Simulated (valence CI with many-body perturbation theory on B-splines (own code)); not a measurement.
**Which ion has this spectrum?**

A relativistic CI+MBPT calculation for an atom or ion with 5 electrons gives these levels (cm⁻¹):

```
  J  Parity       E     g
1/2     odd       0  0.66
3/2     odd    6987  1.33
1/2    even  160825  2.67
3/2    even  163301  1.73
5/2    even  166864  1.60
3/2    even  287967  0.80
5/2    even  287986  1.20
1/2    even  367959  1.96
1/2    even  390316  0.71
3/2    even  394288  1.33
3/2     odd  509227  2.00
3/2     odd  575539  0.80
5/2     odd  575559  1.20
1/2     odd  647011  0.66
```

The energies are calculated, with errors of perhaps 300 cm⁻¹, more in some levels.

(1) Which is it?
A. Si9+
B. S11+
C. Mg7+
D. P10+

Answers

(1) A. Si9+, ground level 2s²2p ²P°_1/2.
